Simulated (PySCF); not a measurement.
## WNCl₂ + H₂O → WON + 2 HCl

Level: PBE0 in the def2-TZVP basis family, computed in PySCF with density fitting; scalar-relativistic core potentials for atoms from Rb on, none lighter, no spin–orbit coupling; open shells unrestricted.

```csv
species,state and structure,E (Eh),ZPE (kJ/mol),H(298 K) − H(0) (kJ/mol),S° (J/(mol K))
WNCl₂,"doublet, Cs, W–Cl 2.262 Å (×2), W–N 1.654 Å; Cl–W–Cl 134.3°, Cl–W–N 108.8° (×2)",-1042.00406,14.6,16.7,346.1
H₂O,"singlet, C2v, O–H 0.960 Å (×2); H–O–H 105.1°",-76.37736,56.5,9.9,188.7
WON,"doublet, Cs, W–N 1.675 Å, W–O 1.708 Å; N–W–O 103.9°",-196.91960,15.0,10.9,283.2
HCl,"singlet, C∞v, H–Cl 1.279 Å",-460.66440,17.9,8.7,186.6
```

Problem. What is the electronic reaction energy?

Solution. At PBE0/def2-TZVP, ΔE = 349.2 kJ/mol from the differences of the total energies times 2625.5, uphill. 

Problem. Add zero-point, thermal and entropy terms for 298.15 K and 1 bar.

Solution. ΔZPE = -20.3 and Δ[H(298) − H(0)] = 1.7 kJ/mol give ΔH° = 330.6 kJ/mol. ΔS° = 121.6 J/(mol K), so ΔG° = 330.6 − 298.15 × (0.1216) = 294 kJ/mol. ΔG° would change sign near 2720 K if ΔH° and ΔS° stayed fixed.

Spin–orbit coupling can matter for WNCl₂, WON and is left out. Open d or f shells are single determinants, so the state found may not be the ground state. Each species is the lowest minimum found with this bonding; other isomers or fragments can lie lower.
